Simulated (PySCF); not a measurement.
Be(F)(Me) (CH₃BeF), SMILES [CH3][Be][F]. Atoms are numbered in the order given.

```xyz
6

Be     0.0000     0.0000    -0.1768
F      0.0000     0.0000    -1.5580
C      0.0000     0.0000     1.5009
H      0.8796     0.5078     1.9081
H      0.0000    -1.0157     1.9081
H     -0.8796     0.5078     1.9081
```

Geometry optimised at r2SCAN-D4/def2-TZVP.

Level of theory: PySCF with KT2/pcSseg-2.

GIAO shieldings, no solvent; atoms alike by connectivity are averaged. δ = σ(ref) − σ: ¹⁹F against CFCl3 (σ = 125.1 ppm); ¹³C against TMS (σ = 184.2 ppm); ¹H against TMS (σ = 31.47 ppm), references at their B3LYP-D3(BJ)/def2-TZVP geometries, non-relativistic.

```json
[
 {"nucleus": "¹⁹F", "atoms": "F2", "count": "1", "δ (ppm)": "-190.7"},
 {"nucleus": "¹³C", "atoms": "C3", "count": "1", "δ (ppm)": "-23.5"},
 {"nucleus": "¹H", "atoms": "H4, H5, H6", "count": "3", "δ (ppm)": "-0.67"}
]
```
